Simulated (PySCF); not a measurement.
Bonds (- single, = double, # triple, : aromatic): C1-C2, C2#C3, C3-C4, C4-C5, C5-Si6, Si6-N7, N7-C8, N7-C9, Si6-C4. C1 carries H10, H11, H12; C4 carries H13; C5 carries H14, H15; Si6 carries H16; C8 carries H17, H18, H19; C9 carries H20, H21, H22. Stereochemistry as in CC#C[C@@H]1C[Si@H]1N(C)C. H15 is cis to C3 on the ring; H14 is trans to C3 on the ring.

Method: structure optimised with GFN2-xTB, shielding tensors at PBE0/pcSseg-1 (GIAO), in PySCF 2.14.0 with density-fitted response routines (fast rotation and ring inversion assumed for equivalent nuclei, single conformer, gas phase, no relativistic terms).

References, each an isolated molecule treated in the same way: $^{13}$C (σ = 186.93 ppm) against TMS.

Do the $^{13}$C shifts follow the atomic charges (in e)? Tabulate both.

## Answers


```tsv
atoms	hybridisation	δ (ppm)	σ para (ppm)	Hirshfeld	IAO	Mulliken	ESP-fitted
C3	sp	88.7	-155	-0.08	-0.07	+0.15	-0.42
C2	sp	76.8	-161	-0.07	-0.09	-0.35	+0.19
C8/C9	sp3	43.8	-101	-0.07	-0.30	-0.07	-0.35
C5	sp3	12.2	-84	-0.17	-0.53	-0.41	-0.51
C4	sp3	6.2	-82	-0.11	-0.38	-0.51	+0.10
C1	sp3	5.3	-72	-0.10	-0.43	-0.19	-0.55
```

Correlation coefficients of δ with charge over these carbons: Hirshfeld +0.66, IAO +0.94, Mulliken +0.61, ESP-fitted +0.23; with the paramagnetic shielding -0.97. Among the 4 sp3 carbons alone: Hirshfeld +0.57, IAO +0.65, Mulliken +0.70, ESP-fitted -0.10. With so few points, grouped by hybridisation, these coefficients are fragile. Charge is one influence among several: hybridisation and low-lying excitations act through the paramagnetic term.

Shifts are as computed. Against solution values, carbons near 30 ppm lie about +3 ppm off and those near 130 ppm about +5 ppm. Of 1309 compounds with measured shifts, 239 miss one by over three times the rms of a fit or turn the order of signals round; such compounds aren't used in these exercises.
